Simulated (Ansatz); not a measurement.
This geometry of C$_{2}$H$_{5}$AlCl$_{2}$ (10 atoms, charge 0, multiplicity 1) is a first-order saddle point.

Computed with RKS BHLYP/STO-3G in Ansatz 0.2.0.

```xyz
10
Properties=species:S:1:pos:R:3
C -1.151 0.524 -0.604
C 0.008 -0.478 -0.409
Cl 1.680 0.293 -1.033
Al 1.121 -0.585 1.126
Cl 0.853 0.948 2.501
H -1.908 0.113 -1.274
H -1.622 0.758 0.354
H -0.793 1.463 -1.033
H -0.099 -1.356 -1.056
H 1.994 -1.732 1.433
```

Task: Which two structures does it join? (They come from a converged band through this point; their orientation in space is the band's.)

Result: No bond is made or broken. The dihedral H8–C1–C2–Cl3 goes from -61 to 61°. The two ends are copies of one structure, up to a mirror image or an exchange of like atoms.

Initial state:

```xyz
10
Properties=species:S:1:pos:R:3
C -1.141 0.525 -0.597
C -0.055 -0.524 -0.346
Cl 1.606 0.065 -1.161
Al 1.156 -0.514 1.117
Cl 1.096 1.207 2.279
H -1.336 0.671 -1.662
H -2.063 0.168 -0.127
H -0.879 1.486 -0.148
H -0.270 -1.460 -0.876
H 1.967 -1.676 1.524
```

Final state:

```xyz
10
Properties=species:S:1:pos:R:3
C -1.119 0.539 -0.628
C 0.022 -0.463 -0.427
Cl 1.699 0.361 -0.957
Al 1.082 -0.613 1.142
Cl 0.772 0.887 2.547
H -2.049 0.047 -0.327
H -0.984 1.426 -0.006
H -1.219 0.847 -1.671
H -0.062 -1.312 -1.116
H 1.940 -1.772 1.446
```

Task: How far does it lie above each of them?

Result: 12.6 kJ/mol above the first and 12.6 kJ/mol above the second. This is the barrier of this one path; another mechanism may lie lower. Limits of this set-up: minimal basis.

Run time: 15 min on 1 thread of Intel(R) Xeon(R) Processor @ 2.50GHz (Skylake/Cascade Lake) (shared host), peak memory 0.13 GiB.
